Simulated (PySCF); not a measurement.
Compound: C₂H₉O₂Si₃ (doublet state).
Cartesian coordinates in Å at the GFN2-xTB level; atoms count from 1:
```xyz
16
C2H9O2Si3 angstrom
C      2.328   -0.318   -1.468
C      1.018   -0.217   -0.734
O      0.120   -1.014   -0.939
Si     0.817    1.209    0.535
O     -0.673    1.166    1.103
Si    -2.231    0.603    1.030
Si    -2.123   -1.615    0.570
H      3.130   -0.432   -0.740
H      2.333   -1.159   -2.158
H      2.505    0.608   -2.011
H      1.718    0.968    1.660
H      1.042    2.478   -0.152
H     -2.857    1.383   -0.052
H     -2.712    1.185    2.297
H     -1.054   -2.473    1.090
H     -3.367   -2.363    0.831
```

The hyperfine couplings belong to this conformer and change with its torsions.

Identity: `CC(=O)[SiH2]O[SiH2][SiH2]` [radical].

Method: UKS B3LYP, pcH-1 on C H O Si, non-relativistic, mean-field spin-orbit, GIAO (PySCF). One conformer (not necessarily the lowest) at the GFN2-xTB geometry, without solvent, vibrations or thermal averaging. GFN2-xTB frequencies show an imaginary mode (157i cm⁻¹), so this geometry is no minimum at that level. The geometry wasn't refined by DFT: couplings that depend on bond lengths, twists or pyramidal angles can differ widely from those at the functional's own minimum, by a factor of two or more for some ions and for spin on atoms past the first row. The SCF solution wasn't tested for stability.

Task: Predict the first-order ENDOR lines of H13/H14 and H15/H16 under fast tumbling at B = 335.2 mT (X band).

Result: For S = 1/2 in fast tumbling each set of equivalent nuclei gives two lines, ν± = |νn ± a/2| to first order, with νn = g_N μN B/h and μN/h = 7.62259 MHz/T.

| nuclei | isotope | g_N | νn (MHz) | a_iso (MHz) | lower line (MHz) | upper line (MHz) |
| --- | --- | --- | --- | --- | --- | --- |
| H13/H14 | 1H | 5.5857 | 14.27 | 37.61 | 4.53 | 33.08 |
| H15/H16 | 1H | 5.5857 | 14.27 | -1.46 | 13.54 | 15.00 |

Task: Which pairs are centred on the nuclear Larmor frequency, and which on half the coupling?

Result: Centred on νn, since |a| < 2νn: H15/H16. Centred on |a|/2 and split by 2νn: H13/H14.

Task: At what field would the lower line of H13/H14 fall to zero frequency?

Result: Where νn = |a|/2, that is B = 18.81 MHz/(5.5857 × 7.62259 MHz/T) = 442 mT, as far as first order holds there.

Nuclei that the bonding pattern makes equivalent are averaged, as if the motion that swaps them (rotation, inversion, ring flip) were fast. The 1H value of +37.6 MHz is a mean of couplings from 7.3 to 68.0 MHz in this one geometry, not an average over conformers. The 1H value of -1.5 MHz is a mean of couplings from -15.9 to 13.0 MHz in this one geometry, not an average over conformers.

On one thread, Arm Neoverse V2 (aarch64) (shared host), this took 2.3 min wall (with the writing of density and orbital grids) and 0.96 GiB of memory at its peak.
